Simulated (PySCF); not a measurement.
**Trend along group 13: MO anions**

CCSD(T) with triple-zeta basis sets in PySCF, for the lowest determinant that a PBE0 search found; no spin–orbit coupling. De refers to high-spin ground-configuration atoms (the charge goes to the atom of lower measured ionisation energy or higher electron affinity, which is not always the lowest computed limit).

| M | basis | reference, frozen orbitals | charged atom | state (unpaired electrons) | Re (Å) | ωe (cm⁻¹) | De (eV) |
| --- | --- | --- | --- | --- | --- | --- | --- |
| B | def2-TZVPPD | RHF, 2 | O− | singlet (closed shell) | 1.246 | 1693 | n/a |
| Al | def2-TZVPPD | RHF, 6 | O− | singlet (closed shell) | 1.653 | 949 | n/a |
| Ga | def2-TZVPPD | RHF, 10 | O− | singlet (closed shell) | 1.726 | 792 | n/a |
| In | def2-TZVPPD | RHF, 5 | O− | singlet (closed shell) | 1.933 | 664 | n/a |

The shortest bond is that of BO⁻ (1.246 Å), the longest that of InO⁻ (1.933 Å).

Down a group the atoms grow and get heavier, so bonds lengthen and wavenumbers fall; this series shows no clear exception.

Correlated steps freeze the inner cores (2 to 10 orbitals); shallow outer-core shells are correlated. These are scalar-relativistic numbers at best; spin–orbit coupling would shift them, the dissociation energy most. The CCSD T1 diagnostic is raised in AlO⁻, GaO⁻, InO⁻, a sign that a single reference may not be enough there.
